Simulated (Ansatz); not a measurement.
Reactions of C2H4ClNSi, SMILES `C=C1N[SiH]1Cl`.

Computed with Ansatz on PBE0-D4/def2-TZVP structures; ΔE is electronic, products minus reactants. CCSD(T)/CBS is the MP2 limit (def2-TZVPP, def2-QZVPP) plus CCSD(T) − MP2 in def2-TZVPP, frozen cores. This one scheme is used for every species, atoms too. Double bonds are as drawn, so ΔE can hold a change between cis and trans. Functionals use def2-TZVPP. B3LYP here is the variant with VWN-RPA as its local correlation; programs differ in this. Open shells (•) are unrestricted, without spin–orbit coupling. Spin–orbit coupling would lower the free atoms: a little for C, Cl, Si. Elements past krypton have def2 core potentials. Bonds to I are less sure, by a few kJ/mol each and by 10 to 20 or more in all where they break to atoms, as the def2 sets lack core-valence functions. One conformer a species, not always the lowest.

| reaction | ωB97X-V (kJ/mol) | PBE0-D4 (kJ/mol) | B3LYP-D4 (kJ/mol) |
| --- | --- | --- | --- |
| `C=C1N[SiH]1Cl` → 2 C• + Cl• + 4 H• + N• + Si• | 3417 | 3432 | 3402 |
| `C=C1N[SiH]1Cl` + `C/N=C(\F)I` → `C=C1N[SiH]1I` + `C/N=C(/F)Cl` | 12 | 4 | 13 |
| `C=C1N[SiH]1Cl` → `C=C=N[SiH2]Cl` | -79 | -71 | -93 |
| `C=C1N[SiH]1Cl` → `N=C1[SiH2]C1Cl` | 224 | 224 | 224 |
| `C=C1N[SiH]1Cl` + H₂ → `C=C1N[SiH2]1` + HCl | 83 | 84 | 84 |
| `C=C1N[SiH]1Cl` + HI → `C=C1N[SiH]1I` + HCl | 16 | 10 | 14 |

**Question.** Give the CCSD(T)/CBS values in the same order. (Best estimate.)

**Answer.** The calculation gave: 3392, 12, -78, 227, 84, 8 kJ/mol.

Largest T1 diagnostic: 0.014, for `C=C1N[SiH2]1`.
